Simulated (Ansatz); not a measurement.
Calculation: Ansatz (a quantum-chemistry and plane-wave program) with frozen-core CCSD(T)/cc-pVQZ // CAM-B3LYP-D3(BJ)/def2-TZVP.

Ansatz 0.2 input:
```yaml
crystal:
  periodic: [false, false, false]
  atoms:
    - { symbol: B, position_ang: [-1.200463, 0.006324, -0.018117] }
    - { symbol: B, position_ang: [0.454315, -0.002771, 0.008201] }
    - { symbol: N, position_ang: [1.688836, -0.009541, 0.026202] }
    - { symbol: H, position_ang: [-1.819593, -1.001262, 0.099923] }
    - { symbol: H, position_ang: [-1.804213, 1.02067, -0.156215] }
    - { symbol: H, position_ang: [2.681117, -0.013419, 0.040006] }
basis:
  gaussian: { orbitals: cc-pVQZ }
correlation:
  method: ccsd_t
```

Output:

```
Functional definition: HF
1516 factors; integrals over basis functions are off by at most 9.3e-4 eV
mean field evaluation 1: about -2869.4182 eV, gradient 4.1e1 eV
mean field evaluation 2: about -2869.4182 eV, gradient 4.1e1 eV
mean field evaluation 4: about -2873.1213 eV, gradient 3.7e0 eV
mean field evaluation 8: about -2873.1727 eV, gradient 1.2e-4 eV
mean field evaluation 16: about -2873.1724 eV, gradient 1.4e-1 eV
mean field -2873.17269169 eV, -105.5871489131 hartree, gradient 2.7e-6 eV, S^2 0.000000; 0 other end points of the search recorded, 0 dependent functions left out
3 core orbitals not correlated
reference -2873.17269169 eV, -105.5871489131 hartree; 7, 7 occupied and 245, 245 virtual orbitals, 1516 factors
second order -11.44343299 eV of doubles, -0.00000000 eV of singles
cycle   1  -11.52711039 eV  change   -8.4e-2 eV  update   9.0e-2
cycle   2  -11.85239128 eV  change   -3.3e-1 eV  update   3.0e-2
cycle   3  -11.95320805 eV  change   -1.0e-1 eV  update   1.7e-2
cycle   4  -11.94433766 eV  change    8.9e-3 eV  update   4.8e-3
cycle   5  -11.94353800 eV  change    8.0e-4 eV  update   2.7e-3
cycle   6  -11.94461307 eV  change   -1.1e-3 eV  update   9.7e-4
cycle   7  -11.94426946 eV  change    3.4e-4 eV  update   4.5e-4
cycle   8  -11.94421727 eV  change    5.2e-5 eV  update   1.6e-4
cycle   9  -11.94425481 eV  change   -3.8e-5 eV  update   4.7e-5
cycle  10  -11.94423703 eV  change    1.8e-5 eV  update   1.8e-5
cycle  11  -11.94423169 eV  change    5.3e-6 eV  update   7.4e-6
perturbative correction -0.54780063 eV, -0.0201313017 hartree
Total energy: -2885.66472400 eV, -106.0462226331 hartree
```

Cost: about 2.3 core-minutes (a rough figure).
